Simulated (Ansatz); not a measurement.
CH4FGeNS, SMILES `[F][Ge]1([SH])[CH2][NH]1`. Charge 0, multiplicity 1. Geometry: relaxed with PBE0-D4/def2-TZVP. It is one conformer, not always the lowest.

```xyz
9

F     1.205    1.982    0.071
Ge    0.456    0.434    0.252
S     1.316   -0.624    1.956
C    -1.090   -0.042   -0.745
N     0.233   -0.452   -1.336
H     0.880    0.274    2.855
H    -1.735   -0.819   -0.339
H    -1.623    0.703   -1.329
H     0.359   -1.455   -1.385
```

Q: What is the dipole moment at B3LYP/def2-TZVPP? (Best estimate.)

A: Ansatz gave: 2.91 D, with components (-1.72, -1.67, 1.65) D in this frame, pointing from negative to positive charge.

Q: And with PBE, r2SCAN, ωB97M-V? (Best estimate.)

A: Computed: PBE 2.73 D, r2SCAN 2.80 D, ωB97M-V 2.93 D.

Q: Give the Mulliken charges with B3LYP, ωB97M-V, PBE in def2-TZVPP. (Best estimate.)

A: Ansatz gave: 
| atom | B3LYP | ωB97M-V | PBE |
| --- | --- | --- | --- |
| F1 | -0.36 | -0.35 | -0.31 |
| Ge2 | 0.67 | 0.65 | 0.58 |
| S3 | -0.25 | -0.23 | -0.26 |
| C4 | -0.18 | -0.22 | -0.17 |
| N5 | -0.36 | -0.34 | -0.32 |
| H6 | 0.12 | 0.13 | 0.13 |
| H7 | 0.11 | 0.13 | 0.10 |
| H8 | 0.12 | 0.13 | 0.11 |
| H9 | 0.13 | 0.11 | 0.14 |

B3LYP here is the variant with VWN-RPA as its local correlation; programs differ in this.
